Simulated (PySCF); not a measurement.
The vertical singlet excitations below were computed for one of the candidates. Level of theory: PySCF, TDDFT wB97X-D/def2-SVPD, vertical, gas phase, core orbitals frozen in the response. Geometries: GFN2-xTB, one conformer each.

```tsv
state	E (eV)	f
S1	6.02	0.130
S2	6.12	0.171
S3	6.87	0.0048
S4	7.03	0.0018
S5	7.40	0.0003
S6	7.50	0.018
S7	7.59	0.053
S8	7.79	0.020
```

Triplets computed (Tamm–Dancoff): 4.66, 5.86, 6.11 eV.

Orbital energies (eV): HOMO-3 -12.25, HOMO-2 -12.06, HOMO-1 -10.72, HOMO -9.41, LUMO 0.66, LUMO+1 1.32, LUMO+2 2.12.

Problem. Which structure fits? All have the formula C4H6FNSi.
A. `C#C/C=C\[Si@@H](N)F`
B. `N#C[Si@@H]1C[C@H]1CF`
C. `N#C/C=C\[C@H](F)[SiH3]`
D. `C/C(=C\F)[SiH2]C#N`
E. `N#C[SiH2]/C=C/CF`

Solution. B. Its S1 lies at 6.02 eV; the nearest of the others has S1 at 5.61 eV. S1 is HOMO→LUMO (48%), HOMO→LUMO+1 (46%). Löwdin shares by element: HOMO carbon 51% or more, silicon 26% (atoms not listed hold the other 23%); LUMO carbon 31% or more, silicon 30%, nitrogen 17% (atoms not listed hold the other 22%). At the same level the other candidates give, for their lowest levels:
- `C#C/C=C\[Si@@H](N)F`: 5.18 eV (f 0.008); 5.48 eV (f 0.256); 5.63 eV (f 0.003); 6.23 eV (f 0.002); 6.87 eV (f 0.036); T1 3.42 eV; HOMO -9.31, LUMO 0.13 eV
- `C/C(=C\F)[SiH2]C#N`: 6.79 eV (f 0.030); 7.11 eV (f 0.250); 7.20 eV (f 0.059); 7.28 eV (f 0.056); 7.52 eV (f 0.002); T1 4.45 eV; HOMO -9.87, LUMO 1.00 eV
- `N#C[SiH2]/C=C/CF`: 7.02 eV (f 0.112); 7.12 eV (f 0.451); 7.20 eV (f 0.015); 7.35 eV (f 0.027); 7.51 eV (f 0.006); T1 4.44 eV; HOMO -10.27, LUMO 0.75 eV
- `N#C/C=C\[C@H](F)[SiH3]`: 5.61 eV (f 0.310); 6.47 eV (f 0.001); 6.83 eV (f 0.001); 7.07 eV (f 0.056); 7.46 eV (f 0.012); T1 3.60 eV; HOMO -9.70, LUMO -0.10 eV

Shape of the structure used: `[N:1]#[C:2][Si@@H:3]1[CH2:4][C@H:5]1[CH2:6][F:7]`: C4–C5–C6–F7 57°.
